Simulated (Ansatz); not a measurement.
C3H9InOSi2 (`C#C[C]([SiH3])([InH2])O[SiH3]`). Charge 0, multiplicity 1. In: def2 effective core potential.

| atom | x (Å) | y (Å) | z (Å) |
| --- | --- | --- | --- |
| C1 | 1.2691 | 0.9144 | -2.1924 |
| C2 | 0.7153 | 0.3261 | -1.2965 |
| C3 | 0.0279 | -0.3632 | -0.2461 |
| Si4 | -0.5942 | -2.0472 | -0.8178 |
| In5 | -1.7587 | 0.8827 | 0.3481 |
| O6 | 0.8495 | -0.5557 | 0.9298 |
| Si7 | 1.2017 | 0.7686 | 1.8269 |
| H8 | 1.7571 | 1.4338 | -2.9823 |
| H9 | -1.2689 | -2.7234 | 0.3199 |
| H10 | -1.5917 | -1.8026 | -1.8966 |
| H11 | 0.5031 | -2.9043 | -1.3374 |
| H12 | -2.0505 | 2.3408 | -0.5113 |
| H13 | -2.7741 | 0.1575 | 1.5369 |
| H14 | 1.5618 | 0.3339 | 3.1934 |
| H15 | -0.0835 | 1.5800 | 1.8750 |
| H16 | 2.2361 | 1.6586 | 1.2505 |

(1) List the harmonic frequencies (cm⁻¹, unscaled) at PBE0-D4/def2-TZVP in Ansatz. (Estimate.)

(2) Is this a minimum?

(3) Give the ideal-gas thermochemistry at 298.15 K and 1 bar (rigid rotor, harmonic oscillator; point group C1, symmetry number 1).

(4) And at 400, 500, 600, 800 and 1000 K?

## Answers

(1) Ansatz gave: 53, 89, 92, 117, 130, 134, 155, 232, 244, 282, 334, 361, 467, 502, 553, 556, 570, 600, 636, 704, 724, 740, 784, 862, 906, 914, 932, 945, 957, 999, 1045, 1088, 1811, 1834, 2029, 2182, 2211, 2226, 2235, 2253, 2271, 3483.

(2) Yes, all 42 modes are real.

(3) Zero-point energy 240.7 kJ/mol; H(298) − E = 275.1 kJ/mol; entropy 459.5 J/(mol·K), of which translation 176.8, rotation 127.7, vibration 155.0; G(298) − E = 138.1 kJ/mol. Modes under 100 cm⁻¹ are hindered rotations or soft bends, so the harmonic entropy is rough.

(4) 
```csv
T (K),H − E (kJ/mol),S (J/mol/K),G − E (kJ/mol)
400,296.1,519.7,88.2
500,319.6,572.2,33.5
600,345.5,619.4,-26.1
800,402.5,701.1,-158.4
1000,464.5,770.1,-305.7
```
